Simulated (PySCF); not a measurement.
Spinor energies of Ge⁺ (germanium, charge +1)

Start: [Ar] 3d10 4s2 4p1; 4p3/2 filled at m_j = +3/2. Calculated with PySCF 2.14 in x2c-TZVPall-2c: generalised Hartree-Fock with the X2C-1e Hamiltonian and a Gaussian nucleus; one run each with spin-orbit coupling (SO) switched off, then screened by Boettger's factors. This is a chosen level, not necessarily the ground level.

```
spinor shell  electrons  ε, spin-free (eV)  ε, screened SO (eV)  weight of nominal j (screened SO)  rms radius, screened SO (bohr)
       1s1/2          2           -11188.7             -11188.5                              1.000                          0.0542
       2s1/2          2            -1463.2              -1463.2                              1.000                           0.227
       2p1/2          2            -1275.0              -1296.9                              1.000                           0.201
       2p3/2          4            -1275.0              -1264.5                              1.000                           0.204
       3s1/2          2            -210.69              -210.73                              1.000                           0.667
       3p1/2          2            -150.88              -153.97                              1.000                           0.694
       3p3/2          4            -150.88              -149.46                              1.000                           0.704
       3d3/2          4            -52.685              -53.097                              0.987                           0.810
       4s1/2          2            -23.429              -23.450                              0.999                            2.25
       4p3/2          1            -15.372              -15.296                              1.000                            2.84
```

Q: Where does 3d5/2 lie, and what is the 3d spin-orbit splitting (screened SO)?

A: At -52.475 eV, 0.622 eV above 3d3/2.

| quantity | spin-free | screened SO |
| --- | --- | --- |
| E (hartree) | -2096.73335 | -2096.80779 |
| M_J | 3/2 | 3/2 |
| ⟨J²⟩ | 3.760 | 3.760 |
| ⟨L²⟩ | 2.008 | 2.010 |
| ⟨S²⟩ | 0.753 | 0.755 |

Each row is a mean over spinors that exchange with the open shell spreads, by up to 2.249 eV (4s1/2).

Without spin-orbit coupling the j labels of p, d and f shells carry no meaning; the spin-free column gives the mean over the occupied spinors of each nl shell.
